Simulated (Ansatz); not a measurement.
One change: `B/C=C/[Se][SiH3]` becomes `B/C=C/O`.

Ansatz, PBE0-D4/def2-TZVP geometries, multiplicity 1. Each molecule was computed in one conformer, which needn't be the lowest.

Scalar relativity is left out up to krypton.

```json
{"property": "size of the dipole moment (PBE/def2-TZVPP) / D", "`B/C=C/[Se][SiH3]`": "2.39"}
{"property": "HOMO energy (B3LYP/def2-TZVPP) / eV", "`B/C=C/[Se][SiH3]`": "-6.71"}
{"property": "LUMO energy (B3LYP/def2-TZVPP) / eV", "`B/C=C/[Se][SiH3]`": "-2.22"}
{"property": "size of the dipole moment (B3LYP/def2-TZVPP) / D", "`B/C=C/[Se][SiH3]`": "2.17"}
{"property": "size of the dipole moment (ωB97M-V/def2-TZVPP) / D", "`B/C=C/[Se][SiH3]`": "1.95"}
{"property": "HOMO energy (ωB97M-V/def2-TZVPP) / eV", "`B/C=C/[Se][SiH3]`": "-8.90"}
```

Problem. What does the change do to each property? (An estimate is asked.)

Solution. The calculation gave: 
```
                                          property  `B/C=C/O`  shift
    size of the dipole moment (PBE/def2-TZVPP) / D       2.45   0.06
               HOMO energy (B3LYP/def2-TZVPP) / eV      -7.38  -0.67
               LUMO energy (B3LYP/def2-TZVPP) / eV      -1.67   0.55
  size of the dipole moment (B3LYP/def2-TZVPP) / D       2.20   0.03
size of the dipole moment (ωB97M-V/def2-TZVPP) / D       2.12   0.17
             HOMO energy (ωB97M-V/def2-TZVPP) / eV      -9.77  -0.87
```

With PBE0 the HOMO falls by 0.67 eV and the LUMO rises by 0.59 eV, so the gap widens by about 1.26 eV. PBE moves the HOMO by -0.52 eV and ωB97M-V by -0.87 eV. Dipoles are sizes alone; their direction can turn.

B3LYP here is the variant with VWN-RPA as its local correlation; programs differ in this.

Spin–orbit coupling is left out; it splits and shifts lone-pair levels of the heavy atoms by tenths of an eV.
